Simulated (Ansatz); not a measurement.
Reaction (redistribution): `[CH3][Al]([SiH3])[CH2]O` + `[F][GeH]1[CH2][NH]1` → `[SiH3][GeH]1[CH2][NH]1` + `[CH3][Al]([F])[CH2]O`

Gas-phase electronic energies from Ansatz, PBE0-D4/def2-TZVP geometries. CCSD(T)/CBS adds triple-zeta CCSD(T) − MP2 to the extrapolated MP2 energy (def2 sets, frozen cores). Functionals use def2-TZVPP. For Ge outer-core shells are correlated without core-valence functions, which leaves a few kJ/mol of doubt a bond. Scalar relativity is left out up to krypton. Each species was taken in one conformer, which may not be the lowest.

`[CH3][Al]([SiH3])[CH2]O`:

```xyz
14

C     1.043    1.605    0.894
Al    0.160    0.064    0.092
Si    1.259   -2.143    0.012
C    -1.649    0.200   -0.695
O    -2.139    1.531   -0.571
H     1.324    1.406    1.934
H     1.971    1.845    0.364
H     0.399    2.487    0.873
H     0.429   -3.199   -0.639
H     1.592   -2.641    1.381
H     2.549   -2.087   -0.738
H    -2.314   -0.526   -0.199
H    -1.608   -0.121   -1.750
H    -3.016    1.579   -0.959
```

`[F][GeH]1[CH2][NH]1`:

```xyz
8

F    -1.026   -1.945    0.509
Ge   -0.919   -0.218    0.345
C     0.851    0.465    0.264
N     0.115    0.395   -1.044
H    -2.297    0.362    0.602
H     1.117    1.471    0.577
H     1.639   -0.264    0.443
H     0.519   -0.266   -1.696
```

`[SiH3][GeH]1[CH2][NH]1`:

Z-matrix (Å, degrees):
```
Si
Ge 1 2.352
H 1 1.486 2 111.2
H 1 1.487 2 106.4 3 -119.2
H 1 1.486 2 111.7 3 121.6
C 2 1.933 1 117.0 3 105.7
N 2 1.899 1 114.7 3 155.8
H 2 1.529 1 123.0 3 -64.7
H 6 1.088 2 117.7 1 -12.8
H 6 1.086 2 118.1 1 -155.3
H 7 1.014 2 112.9 1 0.8
```

`[CH3][Al]([F])[CH2]O`:

Z-matrix (Å, degrees):
```
C
Al 1 1.942
H 1 1.092 2 112.0
H 1 1.096 2 111.1 3 -120.1
H 1 1.094 2 111.1 3 121.2
F 2 1.657 1 119.3 3 9.9
C 2 1.972 1 123.1 3 -170.4
O 7 1.434 2 112.2 1 14.2
H 7 1.100 2 113.9 1 -113.4
H 7 1.096 2 108.6 1 130.6
H 8 0.959 7 108.8 2 -61.4
```

(1) Is it downhill or uphill in electronic energy at CCSD(T)/CBS, and by how much? (An estimate is asked.)

(2) What do these levels give: PBE-D4, r2SCAN-D4, B2PLYP, r2SCAN, SCS-MP2/def2-QZVPP, MP2/CBS(def2)? (Best estimate.)

Largest T1 diagnostic among the species: 0.013.

Results:

(1) The calculation gave: Downhill: ΔE = -170.0 kJ/mol.

(2) Ansatz gave: PBE-D4 -159.5, r2SCAN-D4 -166.8, B2PLYP -167.5, r2SCAN -166.7, SCS-MP2/def2-QZVPP -170.4, MP2/CBS(def2) -181.2 kJ/mol.

In def2-TZVPP, CCSD(T) changes the Hartree–Fock value by −16.6 kJ/mol (the triples alone add −2.2 kJ/mol) and MP2 by −27.7 kJ/mol.
